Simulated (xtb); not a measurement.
ClMg, doublet, geometry from GFN2-xTB (such geometries of metal compounds can be far from the true shape) (the spin is typed, not shown lowest); xtb with GFN2-xTB.

xtb was given this input:
```
$ xtb mol.xyz --gfn 2 --uhf 1 --etemp 1000 --json

# file mol.xyz
2

Mg    -0.00000000    -0.00000000    -1.26784659
Cl     0.00000000     0.00000000     0.89495053
```

### Question
Write the output that xtb gives for this input, abridged.

### Answer

```
   ID    Z sym.   atoms
    1   12 Mg     1
    2   17 Cl     2

           -------------------------------------------------
          |                Calculation Setup                |
           -------------------------------------------------

           -------------------------------------------------
          |                 G F N 2 - x T B                 |
           -------------------------------------------------

          ...................................................
          :                      SETUP                      :
          :.................................................:
          :  # basis functions                  20          :
          :  # atomic orbitals                  18          :
          :  # shells                            6          :
          :  # electrons                         9          :
          :  max. iterations                   250          :
          :  Hamiltonian                  GFN2-xTB          :
          :  restarted?                      false          :
          :  GBSA solvation                  false          :
          :  PC potential                    false          :
          :  electronic temp.         1000.0000000     K    :
          :  accuracy                    1.0000000          :
          :  -> integral cutoff          0.2500000E+02      :
          :  -> integral neglect         0.1000000E-07      :
          :  -> SCF convergence          0.1000000E-05 Eh   :
          :  -> wf. convergence          0.1000000E-03 e    :
          :  Broyden damping             0.4000000          :
          :  net charge                          0          :
          :  unpaired electrons                  1          :
          ...................................................

 iter      E             dE          RMSdq      gap      omega  full diag
   1     -5.0057826 -0.500578E+01  0.213E+01    3.54       0.0  T
   2     -5.0928023 -0.870196E-01  0.479E+00    5.54       1.0  T
   3     -5.1159906 -0.231883E-01  0.629E+00    5.79       1.0  T
   4     -5.1072768  0.871383E-02  0.305E+00    6.29       1.0  T
   5     -5.1130872 -0.581049E-02  0.163E+00    6.15       1.0  T
   6     -5.1166686 -0.358141E-02  0.318E-01    6.30       1.0  T
   7     -5.1167207 -0.520229E-04  0.245E-01    6.28       1.0  T
   8     -5.1167771 -0.564376E-04  0.869E-02    6.28       1.0  T
   9     -5.1167837 -0.659882E-05  0.112E-02    6.28       6.3  T
  10     -5.1167838 -0.715541E-07  0.677E-03    6.28      10.5  T
  11     -5.1167838 -0.293854E-07  0.403E-03    6.28      17.5  T
  12     -5.1167838 -0.103314E-07  0.151E-03    6.28      46.8  T
  13     -5.1167838 -0.172590E-08  0.135E-04    6.28     523.9  T
  14     -5.1167838 -0.187050E-10  0.539E-06    6.28   13115.9  T

   *** convergence criteria satisfied after 14 iterations ***

         :::::::::::::::::::::::::::::::::::::::::::::::::::::
         ::                     SUMMARY                     ::
         :::::::::::::::::::::::::::::::::::::::::::::::::::::
         :: total energy              -5.113089888198 Eh    ::
         :: gradient norm              0.000000019368 Eh/a0 ::
         :: HOMO-LUMO gap              6.281991855807 eV    ::
         ::.................................................::
         :: SCC energy                -5.116783818927 Eh    ::
         :: -> isotropic ES            0.034976330149 Eh    ::
         :: -> anisotropic ES          0.002875018746 Eh    ::
         :: -> anisotropic XC         -0.000284008723 Eh    ::
         :: -> dispersion             -0.000863930911 Eh    ::
         :: repulsion energy           0.003693930728 Eh    ::
         :: add. restraining           0.000000000000 Eh    ::
         :: total charge               0.000000000002 e     ::
         :::::::::::::::::::::::::::::::::::::::::::::::::::::

           -------------------------------------------------
          |                Property Printout                |
           -------------------------------------------------

    * Orbital Energies and Occupations

         #    Occupation            Energy/Eh            Energy/eV
      -------------------------------------------------------------
         1        2.0000           -1.0218700             -27.8065
         2        2.0000           -0.4242128             -11.5434
         3        2.0000           -0.4053014             -11.0288
         4        2.0000           -0.4053014             -11.0288
         5        1.0000           -0.3165551              -8.6139 (HOMO)
         6                         -0.0856961              -2.3319 (LUMO)
         7                         -0.0856961              -2.3319
         8                         -0.0513112              -1.3962
         9                         -0.0374827              -1.0200
        10                         -0.0374827              -1.0200
        11                          0.0124627               0.3391
        12                          0.0124627               0.3391
        13                          0.0693505               1.8871
        14                          0.0702676               1.9121
        15                          0.0702676               1.9121
        16                          0.0784246               2.1340
       ...                                ...                  ...
        18                          0.7517311              20.4556
      -------------------------------------------------------------
                  HL-Gap            0.2308590 Eh            6.2820 eV
             Fermi-level           -0.2804772 Eh           -7.6322 eV

     #   Z          covCN         q      C6AA      α(0)
     1  12 Mg       0.732     0.367   356.762    57.263
     2  17 Cl       0.732    -0.367   110.771    16.099

 Mol. C6AA /au·bohr⁶  :        787.580614
 Mol. C8AA /au·bohr⁸  :      56124.417298
 Mol. α(0) /au        :         73.361399

Wiberg/Mayer (AO) data.
largest (>0.10) Wiberg bond orders for each atom

 ---------------------------------------------------------------------------
     #   Z sym  total        # sym  WBO       # sym  WBO       # sym  WBO
 ---------------------------------------------------------------------------
     1  12 Mg   1.082 --     2 Cl   1.082
     2  17 Cl   1.082 --     1 Mg   1.082
 ---------------------------------------------------------------------------

Topologies differ in total number of bonds
Writing topology from bond orders to xtbtopo.mol

molecular dipole:
                 x           y           z       tot (Debye)
 q only:        0.000       0.000      -1.502
   full:       -0.000       0.000      -1.787       4.543
molecular quadrupole (traceless):
                xx          xy          yy          xz          yz          zz
 q only:       -0.529       0.000      -0.529       0.000       0.000       1.058
  q+dip:       -1.341       0.000      -1.341       0.000       0.000       2.681
   full:       -0.617       0.000      -0.617       0.000       0.000       1.234

           -------------------------------------------------
          | TOTAL ENERGY               -5.113089888198 Eh   |
          | GRADIENT NORM               0.000000019368 Eh/α |
          | HOMO-LUMO GAP               6.281991855807 eV   |
           -------------------------------------------------

normal termination of xtb
```
